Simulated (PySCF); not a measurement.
## Polarisability and C₆ of Ga (gallium, neutral)

[Ar] 3d10 4s1 4p2, high-spin 4P determinant (an excited configuration). All numbers are calculated (PySCF 2.14, no relativity, point nucleus, in dyall-av2z). Coupled (time-dependent) response in atomic units; α is the mean over directions. A double-zeta set is small for polarisabilities.

| method | mean α (bohr³) | α xx, yy, zz | C₆ (like pair) | S(−4) |
| --- | --- | --- | --- | --- |
| UHF | 53.25 | 44.23, 57.75, 57.75 | 476.0 | 1225 |
| PBE | 59.65 | 44.94, 67.01, 67.01 | 535.9 | 1849 |
| PBE0 | 56.67 | 44.03, 62.99, 62.99 | 505.2 | 1563 |

S(−4) is the Cauchy moment in α(ω) = α(0) + S(−4) ω² + …

Spin-orbit coupling is absent.

α(iu) at PBE:

| u (hartree) | α(iu) (bohr³) |
| --- | --- |
| 0 | 59.65 |
| 0.0500 | 55.47 |
| 0.100 | 46.46 |
| 0.200 | 29.65 |
| 0.300 | 19.26 |
| 0.500 | 9.580 |
| 0.750 | 5.046 |
| 1.00 | 3.103 |
| 1.50 | 1.522 |
| 2.00 | 0.9109 |
| 3.00 | 0.4442 |
| 5.00 | 0.1846 |

A single London oscillator, α(iu) = α/(1 + u²/ω²), gives C₆ = (3/4) ω α². Matching the computed C₆ needs ω = 4 × 535.9 / (3 × 59.65²) = 0.201 hartree.

The components differ because the open shell of this determinant is not spherical; for a pure term their mean is the scalar polarisability.
